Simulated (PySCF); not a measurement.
Computed shifts of a molecule C2H8FNSi2, PBE/pcSseg-1 run with PySCF, GIAO, gas phase, atoms alike by connectivity averaged where their shifts nearly agree, in ppm (number of nuclei): ¹³C: 146.6 (1), 141.3 (1). ²⁹Si: 4.7 (1), -38.4 (1). ¹⁵N: 9.0 (1). ¹⁹F: -295.7 (1). ¹H: 7.03 (1), 6.89 (1), 6.67 (1), 6.05 (1), 5.92 (1), 5.56 (1), 0.47 (1), 0.30 (1). References: ¹³C against TMS (σ = 182.0 ppm); ²⁹Si against TMS (σ = 335.4 ppm); ¹⁵N against NH3 (σ = 267.0 ppm); ¹⁹F against CFCl3 (σ = 133.6 ppm); ¹H against TMS (σ = 31.49 ppm), references at their B3LYP-D3(BJ)/def2-TZVP geometries, non-relativistic. Geometry optimised at B3LYP-D3(BJ)/def2-SVP. Other conformers were not sampled.

**Question.** Pick the molecule that these values belong to.
(A) C/N=C\[SiH2][SiH2]F
(B) C=C[Si@H](N)[SiH2]F
(C) F[C@H]([SiH3])/N=C\[SiH3]
(D) C[Si@H]1NC[Si@@H]1F

**Answer.** B, C=C[Si@H](N)[SiH2]F
